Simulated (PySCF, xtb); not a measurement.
Isomers of CH6SiTe in order of energy

5 gas-phase structures of CH6SiTe, found in a search over its isomers (lower ones may exist). Each was relaxed with GFN2-xTB:

A. `C[SiH2][TeH]`, a singlet
B. `C[SiH-][TeH2+]`, a singlet
C. `[SiH3]C[TeH]`, a singlet
D. a singlet given by its coordinates
E. `C[Te][SiH3]`, a singlet

D (Å):

```xyz
9

C    -2.5355   -0.0858    0.4269
Si    0.2171   -1.4818   -0.9652
Te   -2.1821   -0.7489   -1.5715
H    -3.5561   -0.2995    0.7084
H    -1.8524   -0.5515    1.1260
H    -2.3862    0.9849    0.4429
H    -2.7605   -2.2635   -1.2515
H     0.6972   -0.0553   -1.0767
H     0.5382   -1.8327   -2.3908
```

Close contacts (Å): C1–Te3 2.13, Si2–Te3 2.58, C1–H4 1.08, C1–H5 1.08, C1–H6 1.08, Si2–H8 1.51, Si2–H9 1.50, Te3–H7 1.65.

Problem. Estimate their order in r2SCAN-D4/def2-SVP energy at these geometries, lowest first.

Solution. Calculated order at r2SCAN-D4/def2-SVP: A (0.0), E (11.4), C (25.3), D (59.0), B (59.6) kcal/mol. Less than 1 kcal/mol parts D and B, so the order within that pair means little.

Energies above the lowest of each column, in kcal/mol; the last columns are at B3LYP-D3(BJ)/def2-SVP geometries and were run for some of them only (a dash: not run or not comparable):

```tsv
structure	GFN2-xTB	HF/STO-3G	r2SCAN-D4/def2-SVP	B3LYP-D3(BJ)/def2-SVP	CCSD(T)/def2-SVP + ΔMP2/def2-TZVPP
A	0.0	0.0	0.0	0.0	0.0
E	1.8	7.0	11.4	10.1	9.5
C	16.6	27.7	25.3	23.5	22.5
D	35.1	92.2	59.0	–	–
B	35.1	89.0	59.6	–	–
```

Every level run on A puts it lowest or level with the lowest. Flexible structures stand in one conformer each, not always the lowest. Frequencies (GFN2-xTB) were run for A, C, E alone. Atoms past krypton carry core potentials in the def2 sets, without spin–orbit terms. ΔMP2 is the change of the MP2 energy from the smaller to the larger basis.

Over these structures GFN2-xTB departs from r2SCAN-D4/def2-SVP by 8.7 kcal/mol on average once a common shift is removed. A GFN2-xTB relaxation took about 0.97 s and the r2SCAN-D4/def2-SVP energy about 45 s on a shared host (PySCF 2.14.0, xtb 6.7.1).
